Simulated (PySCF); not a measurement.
**Spinor energies of Mo(3+) (molybdenum, charge +3)**

Start: [Kr] 4d2 5p1; 4d5/2 filled at m_j = +3/2, +5/2; 5p3/2 filled at m_j = +3/2. Calculated with PySCF 2.14 in x2c-SVPall-2c with one added diffuse shell each of s, p, d type (7s9p7d1f, 76 functions): generalised Hartree-Fock with the X2C-1e Hamiltonian and a Gaussian nucleus; one run each with spin-orbit coupling (SO) switched off, then screened by Boettger's factors. This is a chosen level, not necessarily the ground level.

```json
{"spinor shell": "1s1/2", "electrons": "2", "ε, spin-free (eV)": "-20144.3", "ε, screened SO (eV)": "-20143.4", "weight of nominal j (screened SO)": "1.000", "rms radius, screened SO (bohr)": "0.0404"}
{"spinor shell": "2s1/2", "electrons": "2", "ε, spin-free (eV)": "-2954.5", "ε, screened SO (eV)": "-2954.4", "weight of nominal j (screened SO)": "1.000", "rms radius, screened SO (bohr)": "0.166"}
{"spinor shell": "2p1/2", "electrons": "2", "ε, spin-free (eV)": "-2639.9", "ε, screened SO (eV)": "-2713.5", "weight of nominal j (screened SO)": "1.000", "rms radius, screened SO (bohr)": "0.145"}
{"spinor shell": "2p3/2", "electrons": "4", "ε, spin-free (eV)": "-2639.9", "ε, screened SO (eV)": "-2605.4", "weight of nominal j (screened SO)": "1.000", "rms radius, screened SO (bohr)": "0.149"}
{"spinor shell": "3s1/2", "electrons": "2", "ε, spin-free (eV)": "-568.51", "ε, screened SO (eV)": "-568.54", "weight of nominal j (screened SO)": "1.000", "rms radius, screened SO (bohr)": "0.456"}
{"spinor shell": "3p1/2", "electrons": "2", "ε, spin-free (eV)": "-462.39", "ε, screened SO (eV)": "-475.03", "weight of nominal j (screened SO)": "1.000", "rms radius, screened SO (bohr)": "0.454"}
{"spinor shell": "3p3/2", "electrons": "4", "ε, spin-free (eV)": "-462.39", "ε, screened SO (eV)": "-456.56", "weight of nominal j (screened SO)": "1.000", "rms radius, screened SO (bohr)": "0.465"}
{"spinor shell": "3d3/2", "electrons": "4", "ε, spin-free (eV)": "-289.46", "ε, screened SO (eV)": "-291.43", "weight of nominal j (screened SO)": "0.979", "rms radius, screened SO (bohr)": "0.452"}
{"spinor shell": "3d5/2", "electrons": "6", "ε, spin-free (eV)": "-289.46", "ε, screened SO (eV)": "-288.24", "weight of nominal j (screened SO)": "0.986", "rms radius, screened SO (bohr)": "0.454"}
{"spinor shell": "4s1/2", "electrons": "2", "ε, spin-free (eV)": "-117.38", "ε, screened SO (eV)": "-117.45", "weight of nominal j (screened SO)": "1.000", "rms radius, screened SO (bohr)": "1.17"}
{"spinor shell": "4p3/2", "electrons": "4", "ε, spin-free (eV)": "-85.107", "ε, screened SO (eV)": "-84.311", "weight of nominal j (screened SO)": "0.914", "rms radius, screened SO (bohr)": "1.29"}
{"spinor shell": "4p1/2", "electrons": "2", "ε, spin-free (eV)": "-85.107", "ε, screened SO (eV)": "-87.027", "weight of nominal j (screened SO)": "0.829", "rms radius, screened SO (bohr)": "1.27"}
{"spinor shell": "4d5/2", "electrons": "2", "ε, spin-free (eV)": "-45.108", "ε, screened SO (eV)": "-45.063", "weight of nominal j (screened SO)": "0.880", "rms radius, screened SO (bohr)": "1.68"}
{"spinor shell": "5p3/2", "electrons": "1", "ε, spin-free (eV)": "-25.580", "ε, screened SO (eV)": "-25.446", "weight of nominal j (screened SO)": "1.000", "rms radius, screened SO (bohr)": "3.35"}
```

```tsv
quantity	spin-free	screened SO
E (hartree)	-4043.35452	-4043.79931
M_J	11/2	11/2
⟨J²⟩	35.758	35.757
⟨L²⟩	20.007	20.037
⟨S²⟩	3.751	3.752
```

Each row is a mean over spinors that exchange with the open shell spreads, by up to 7.518 eV (4p3/2).

Rows whose weight is well below 1 are mixtures of j = l ± 1/2: exchange outweighs spin-orbit coupling there, and the label is only the starting occupation.

Breit and QED terms are absent; they matter most for the inner s and p1/2 levels.

Densities and radii are taken from the X2C orbitals without a picture-change correction, which distorts them close to the nucleus.

Without spin-orbit coupling the j labels of p, d and f shells carry no meaning; the spin-free column gives the mean over the occupied spinors of each nl shell.
